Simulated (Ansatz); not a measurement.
Two isomers of CH4ClFGeO: A = `C[O][GeH]([F])[Cl]`, B = `[OH][GeH]([F])[CH2]Cl`.

Computed with Ansatz on PBE0-D4/def2-TZVP structures; ΔE is electronic, products minus reactants. CCSD(T)/CBS adds triple-zeta CCSD(T) − MP2 to the extrapolated MP2 energy (def2 sets, frozen cores). DFT in def2-TZVPP. B3LYP here is the variant with VWN-RPA as its local correlation; programs differ in this. For Ge outer-core shells are correlated without core-valence functions, which leaves a few kJ/mol of doubt a bond. Scalar relativity is left out up to krypton. Each species was taken in one conformer, which may not be the lowest.

Q: Which is lower in electronic energy at CCSD(T)/CBS, and by how much? (Estimate.)

A: Ansatz gave: A, by 13.3 kcal/mol.

Q: Give E(B) − E(A) in kcal/mol with PBE0-D4, r2SCAN-D4, ωB97M-V, MP2/def2-TZVPP, CCSD(T)/def2-TZVPP, B3LYP-D4, HF/def2-TZVPP. (Best estimate.)

A: The calculation gave: PBE0-D4 14.6, r2SCAN-D4 15.6, ωB97M-V 14.6, MP2/def2-TZVPP 13.9, CCSD(T)/def2-TZVPP 14.4, B3LYP-D4 15.6, HF/def2-TZVPP 19.3. None reverses the order clearly.

Largest T1 diagnostic: 0.012.

In def2-TZVPP, CCSD(T) changes the Hartree–Fock value by −4.9 kcal/mol (the triples alone add −0.4 kcal/mol) and MP2 by −5.4 kcal/mol.
